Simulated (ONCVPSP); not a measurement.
## Ranking ONCV potentials for thulium (Tm)

All share these settings but for the change named:

- Element: thulium (Tm)
- Generator: ONCVPSP 4.0.1
- Type: optimised norm-conserving Vanderbilt (ONCV)
- Functional: LDA (Perdew-Zunger)
- Relativity: fully relativistic
- Frozen core: [Kr] 4d10 4f12
- Valence charge: 11
- Reference configuration: 5s2 5p6 5d1 6s1 (charge +1)
- Partial waves: 5s+6s: rc 1.90 bohr, ncon 5, nbas 9, qcut 6.8 1/bohr, 3 projectors, debl 0.9 Ha; 5p: rc 1.45 bohr, ncon 3, nbas 6, qcut 6.7 1/bohr, 2 projectors, debl 0.5 Ha; 5d: rc 2.55 bohr, ncon 4, nbas 8, qcut 6.3 1/bohr, 1 projector
- Local potential: polynomial inside 1.35 bohr (lpopt 1, dvloc0 3 Ha)
- Core correction: none

Open shells are filled in proportion to 2j + 1.

In the p channel the program set the typed energies aside and used -1.303, 0.250 Ha (j = l + 1/2; the other j can differ).

Test errors are all-electron minus pseudo excitation energies from the reference, over 5s2 5p6 5d1 6s2; 5s2 5p6 5d1 6s0; 5s2 5p6 5d0 6s0; 5s1 5p6 5d1 6s2. None of these files shows a bound ghost.

The base gives 342.9 meV.

Of 7 variants that were run, those that failed, showed a ghost or another fault, or gave nearly equal values are left out.

A variant can come out equal or close to the base, since the largest error may sit in a test that the change hardly touches while other tests move.

(1) Rank these variants by their largest absolute test error, smallest first.
A. all radii scaled by about 1.09 (s 2.08, p 1.58, d 2.80 bohr); local potential polynomial inside 1.48 bohr (lpopt 1, dvloc0 3 Ha)
B. all radii scaled by about 0.92 (s 1.74, p 1.34, d 2.34 bohr); local potential polynomial inside 1.24 bohr (lpopt 1, dvloc0 3 Ha)
C. all radii scaled by about 1.32 (s 2.50, p 1.92, d 3.36 bohr); local potential polynomial inside 1.78 bohr (lpopt 1, dvloc0 3 Ha)
D. all radii scaled by about 1.18 (s 2.24, p 1.72, d 3.02 bohr); local potential polynomial inside 1.60 bohr (lpopt 1, dvloc0 3 Ha)

Results:

(1) B (315.7 meV), A (386.4 meV), D (438.1 meV), C (541.5 meV).
